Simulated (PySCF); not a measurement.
PySCF input (TPSSh/def2-TZVPD):

```python
from pyscf import gto, scf, dft

mol = gto.M(
    atom='''
    C    -1.86965061    0.20288230    0.10853541
    C    -0.43259113   -0.09073454   -0.07292925
    O     0.00113509   -1.08714066   -0.77414862
    O     0.42290164    0.65747984    0.47633148
    C     1.87560444    0.41309837    0.33022884
    H    -2.33266369    0.36803722   -0.86836569
    H    -2.00015828    1.08216939    0.73218121
    H    -2.36035060   -0.65762285    0.57193310
    H     2.13130095    0.47587414   -0.72366926
    H     2.33196564    1.20875074    0.90559841
    H     2.10315734   -0.56670400    0.74038699
    H    -0.70572139   -1.62469487   -1.17053760
    ''',
    basis='def2-tzvpd',
    charge=1,
    spin=0,
    verbose=4,
)

mf = dft.RKS(mol, xc='tpssh').density_fit(auxbasis='def2-universal-jkfit')
mf.grids.level = 3
mf.conv_tol = 1e-9
mf.max_cycle = 100
mf.max_memory = 1500
mf.kernel()
if not mf.converged:
    mf = mf.newton()
    mf.kernel(mf.make_rdm1())
mf.analyze()
```

Output:

```
PySCF version 2.14.0

[INPUT] verbose = 4
[INPUT] num. atoms = 12
[INPUT] num. electrons = 40
[INPUT] charge = 1
[INPUT] spin (= nelec alpha-beta = 2S) = 0
[INPUT] symmetry False subgroup None
[INPUT] Mole.unit = angstrom
[INPUT] Symbol           X                Y                Z      unit          X                Y                Z       unit  Magmom
[INPUT]  1 C     -1.869650610000   0.202882300000   0.108535410000 AA   -3.533127601526   0.383391982522   0.205102199717 Bohr   0.0
[INPUT]  2 C     -0.432591130000  -0.090734540000  -0.072929250000 AA   -0.817478759616  -0.171463430638  -0.137816308970 Bohr   0.0
[INPUT]  3 O      0.001135090000  -1.087140660000  -0.774148620000 AA    0.002145009227  -2.054398106279  -1.462928871510 Bohr   0.0
[INPUT]  4 O      0.422901640000   0.657479840000   0.476331480000 AA    0.799168277229   1.242456830023   0.900136041709 Bohr   0.0
[INPUT]  5 C      1.875604440000   0.413098370000   0.330228840000 AA    3.544378709618   0.780642781804   0.624042066033 Bohr   0.0
[INPUT]  6 H     -2.332663690000   0.368037220000  -0.868365690000 AA   -4.408095514817   0.695489549446  -1.640973330069 Bohr   0.0
[INPUT]  7 H     -2.000158280000   1.082169390000   0.732181210000 AA   -3.779751354981   2.045003767488   1.383621960453 Bohr   0.0
[INPUT]  8 H     -2.360350600000  -0.657622850000   0.571933100000 AA   -4.460416191953  -1.242727079756   1.080796920573 Bohr   0.0
[INPUT]  9 H      2.131300950000   0.475874140000  -0.723669260000 AA    4.027575084525   0.899271794363  -1.367536706167 Bohr   0.0
[INPUT] 10 H      2.331965640000   1.208750740000   0.905598410000 AA    4.406776391496   2.284207851465   1.711332973742 Bohr   0.0
[INPUT] 11 H      2.103157340000  -0.566704000000   0.740386990000 AA    3.974391369469  -1.070915353696   1.399128637291 Bohr   0.0
[INPUT] 12 H     -0.705721390000  -1.624694870000  -1.170537600000 AA   -1.333620147347  -3.070228340286  -2.211995482506 Bohr   0.0

nuclear repulsion = 191.580250254601
number of shells = 102
number of NR pGTOs = 343
number of NR cGTOs = 254
basis = def2-tzvpd
ecp = {}

******** <class 'pyscf.df.df_jk.DFRKS'> ********
method = DFRKS
initial guess = minao
damping factor = 0
level_shift factor = 0
DIIS = <class 'pyscf.scf.diis.CDIIS'>
diis_start_cycle = 1
diis_space = 8
diis_damp = 0
SCF conv_tol = 1e-09
SCF conv_tol_grad = None
SCF max_cycles = 100
direct_scf = False
XC library pyscf.dft.libxc version 7.1.2
    S. Lehtola, C. Steigemann, M. J. T. Oliveira, and M. A. L. Marques,  SoftwareX 7, 1–5 (2018)
XC functionals = tpssh
    V. N. Staroverov, G. E. Scuseria, J. Tao, and J. P. Perdew,  J. Chem. Phys. 119, 12129 (2003)
radial grids:
    Treutler-Ahlrichs [JCP 102, 346 (1995); DOI:10.1063/1.469408] (M4) radial grids

becke partition: Becke, JCP 88, 2547 (1988); DOI:10.1063/1.454033
pruning grids: <function nwchem_prune>
grids dens level: 3
symmetrized grids: False
atomic radii adjust function: <function treutler_atomic_radii_adjust>
small_rho_cutoff = 0
Set gradient conv threshold to 3.16228e-05
Initial guess from minao.
tot grids = 139176
******** <class 'pyscf.df.df.DF'> ********
[...]
cycle= 11 E= -268.836307256338  delta_E= -8.48e-11  |g|= 6e-06  |ddm|= 2.18e-05
  HOMO = -0.542434514499138  LUMO = -0.267101929909817  gap/eV = 7.49218
Extra cycle  E= -268.836307256333  delta_E= 4.83e-12  |g|= 7.82e-06  |ddm|= 1.06e-05
converged SCF energy = -268.836307256333
**** SCF Summaries ****
Total Energy =                        -268.836307256333214
Nuclear Repulsion Energy =             191.580250254601083
One-electron Energy =                 -735.404531026858081
Two-electron Energy =                  274.987973515923784
Two-electron Coulomb Energy =          310.844224744625024
DFT Exchange-Correlation Energy =      -35.856251228701261
HOMO-LUMO gap [eV] =                     7.492181243144328
**** MO energy ****
MO #1   energy= -19.3538362414309  occ= 2
MO #2   energy= -19.3481363038707  occ= 2
MO #3   energy= -10.5044008771619  occ= 2
MO #4   energy= -10.3629325231614  occ= 2
MO #5   energy= -10.331327820094   occ= 2
MO #6   energy= -1.36001091415581  occ= 2
MO #7   energy= -1.28069839137002  occ= 2
MO #8   energy= -0.980600463968944 occ= 2
MO #9   energy= -0.906942684423534 occ= 2
MO #10  energy= -0.857688070963157 occ= 2
MO #11  energy= -0.745961982351663 occ= 2
MO #12  energy= -0.717126415719571 occ= 2
MO #13  energy= -0.710247867989568 occ= 2
MO #14  energy= -0.642151796825628 occ= 2
MO #15  energy= -0.625453177459991 occ= 2
MO #16  energy= -0.599301057562376 occ= 2
MO #17  energy= -0.590202001026387 occ= 2
MO #18  energy= -0.587373991169856 occ= 2
MO #19  energy= -0.555472740641383 occ= 2
MO #20  energy= -0.542434514499138 occ= 2
MO #21  energy= -0.267101929909817 occ= 0
MO #22  energy= -0.182252274509903 occ= 0
MO #23  energy= -0.137931870649157 occ= 0
MO #24  energy= -0.126582611690402 occ= 0
MO #25  energy= -0.107085271847276 occ= 0
MO #26  energy= -0.101442056567555 occ= 0
MO #27  energy= -0.0908450172339988 occ= 0
MO #28  energy= -0.0732407612572334 occ= 0
MO #29  energy= -0.0697484991962614 occ= 0
MO #30  energy= -0.0691382973968438 occ= 0
MO #31  energy= -0.0526361253745637 occ= 0
MO #32  energy= -0.042839404877957 occ= 0
MO #33  energy= -0.0310642556751116 occ= 0
MO #34  energy= -0.0186411798314862 occ= 0
MO #35  energy= -0.0163249820689352 occ= 0
MO #36  energy= -0.0148271290914233 occ= 0
MO #37  energy= -0.00742922998661782 occ= 0
MO #38  energy= -0.000227047950977555 occ= 0
MO #39  energy= 0.023442915289396  occ= 0
MO #40  energy= 0.0328594815956492 occ= 0
MO #41  energy= 0.0418056231264638 occ= 0
MO #42  energy= 0.0515514517523784 occ= 0
MO #43  energy= 0.0636765718656845 occ= 0
MO #44  energy= 0.0671592565771398 occ= 0
MO #45  energy= 0.0751959348723336 occ= 0
MO #46  energy= 0.0960264427049075 occ= 0
MO #47  energy= 0.0987051582720042 occ= 0
MO #48  energy= 0.10267723857548   occ= 0
MO #49  energy= 0.115359175978569  occ= 0
MO #50  energy= 0.121151858320702  occ= 0
MO #51  energy= 0.123519826050551  occ= 0
MO #52  energy= 0.13016828753654   occ= 0
MO #53  energy= 0.137316032688225  occ= 0
MO #54  energy= 0.141707685536989  occ= 0
MO #55  energy= 0.143400272096241  occ= 0
MO #56  energy= 0.148095006796526  occ= 0
MO #57  energy= 0.15957976295768   occ= 0
MO #58  energy= 0.160587516861522  occ= 0
MO #59  energy= 0.174762035534333  occ= 0
MO #60  energy= 0.179062719437934  occ= 0
MO #61  energy= 0.185494486066618  occ= 0
MO #62  energy= 0.189347945412126  occ= 0
MO #63  energy= 0.191328633362778  occ= 0
MO #64  energy= 0.193176235497899  occ= 0
MO #65  energy= 0.204173214123189  occ= 0
MO #66  energy= 0.209749991813434  occ= 0
MO #67  energy= 0.232816299378523  occ= 0
MO #68  energy= 0.234272640908838  occ= 0
MO #69  energy= 0.242719820055835  occ= 0
MO #70  energy= 0.253178943335256  occ= 0
MO #71  energy= 0.254036683987514  occ= 0
MO #72  energy= 0.262166198067013  occ= 0
MO #73  energy= 0.276614208245171  occ= 0
MO #74  energy= 0.282120569580807  occ= 0
MO #75  energy= 0.293337655227927  occ= 0
MO #76  energy= 0.300647645635424  occ= 0
MO #77  energy= 0.313550564926893  occ= 0
MO #78  energy= 0.33428117991115   occ= 0
MO #79  energy= 0.334384753265289  occ= 0
MO #80  energy= 0.339524120248754  occ= 0
MO #81  energy= 0.356774555825877  occ= 0
MO #82  energy= 0.379547306446309  occ= 0
MO #83  energy= 0.384997005101044  occ= 0
MO #84  energy= 0.403830641926007  occ= 0
MO #85  energy= 0.411189351228823  occ= 0
MO #86  energy= 0.41140070971286   occ= 0
MO #87  energy= 0.415636349421625  occ= 0
MO #88  energy= 0.432610814949016  occ= 0
MO #89  energy= 0.44518823634889   occ= 0
MO #90  energy= 0.460437922308523  occ= 0
MO #91  energy= 0.469506636393275  occ= 0
MO #92  energy= 0.485323257093172  occ= 0
MO #93  energy= 0.492791896918059  occ= 0
MO #94  energy= 0.512423572879754  occ= 0
MO #95  energy= 0.515235476488196  occ= 0
MO #96  energy= 0.517586368311336  occ= 0
MO #97  energy= 0.540059196879872  occ= 0
MO #98  energy= 0.54758950155427   occ= 0
MO #99  energy= 0.552962128139438  occ= 0
MO #100 energy= 0.565330221286877  occ= 0
MO #101 energy= 0.576302679296113  occ= 0
MO #102 energy= 0.581909232074939  occ= 0
MO #103 energy= 0.589508228621186  occ= 0
MO #104 energy= 0.618057036583717  occ= 0
MO #105 energy= 0.621573792565731  occ= 0
MO #106 energy= 0.64113935543715   occ= 0
MO #107 energy= 0.651868981276934  occ= 0
[...]
```

It need not be the lowest isomer of its formula.
